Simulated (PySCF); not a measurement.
## SiBH2Cl3O3

The system: SiBH2Cl3O3, a molecule; neutral, singlet. The structure, one conformer, was relaxed in the gas phase by PBE0-D3(BJ)/def2-SVP. No frequency run checks that it is a minimum.

SMILES: OB(O)O[Si](Cl)(Cl)Cl

Coordinates in Å:
```
O1     -1.036    1.097    0.576
B2     -0.980    0.128   -0.368
O3     -2.049   -0.148   -1.157
O4      0.190   -0.590   -0.525
Si5     1.643   -0.514    0.220
Cl6     2.830   -1.923   -0.650
Cl7     1.465   -0.923    2.208
Cl8     2.493    1.321   -0.029
H9     -1.892    1.536    0.600
H10    -1.864   -0.856   -1.782
```

Shieldings: GIAO PBE0/pcSseg-1. Shifts are against computed references at the same level: H TMS (σ 31.27 ppm), Si TMS (σ 352.0 ppm). Core levels by delta-SCF with SCAN, pcX-2 on the ionised atom and pcseg-1 elsewhere, spin-free X2C (2p3/2 is the spin-free 2p value less a third of a first-order spin-orbit splitting); from the vacuum level, for chosen atoms.

(1) Give the shieldings and core levels atom by atom.

(2) Which of O1, O3, O4 holds its core electrons tightest, and by how much against the loosest?

(3) By CAM-B3LYP/def2-SVPD (TDDFT singlets, Tamm-Dancoff triplets, ionisation by delta-SCF), where does absorption start, and what does vertical ionisation take?

Answers

(1) 
| atoms | bonded to | σ (ppm) | δ (ppm) | core level (eV) |
| --- | --- | --- | --- | --- |
| O1 | 1 B + 1 H | 244.9 | - | 1s 539.73 |
| B2 | 3 O | 83.2 | - | 1s 199.06 |
| O3 | 1 B + 1 H | 241.8 | - | 1s 539.74 |
| O4 | 1 B + 1 Si | 188.4 | - | 1s 539.21 |
| Si5 | 3 Cl + 1 O | 364.4 | -12.4 | 2p3/2 109.96 |
| Cl6 | 1 Si | 802.8 | - | - |
| Cl7 Cl8 | 1 Si | 793.6 | - | - |
| H9 | 1 O | 27.84 | 3.43 | - |
| H10 | 1 O | 27.97 | 3.30 | - |

Values are those of this one static structure; atoms that internal rotation interchanges would show their mean in an NMR spectrum.

(2) O3 (bonded to 1 B + 1 H), by 0.53 eV over O4 (bonded to 1 B + 1 Si).

(3) The first singlet with intensity lies at 7.95 eV (f 0.026); what lies below it is dark. The lowest singlet lies at 7.70 eV (f 0.000), the strongest of the first 6 at 8.62 eV (f 0.075), the lowest triplet at 7.24 eV; vertical ionisation takes 11.63 eV.

The 3 runs behind this took 5.7 min in all, one thread each of Arm Neoverse V1 on a shared host, launched as `OMP_NUM_THREADS=1 python cluster_run.py task.json out`.
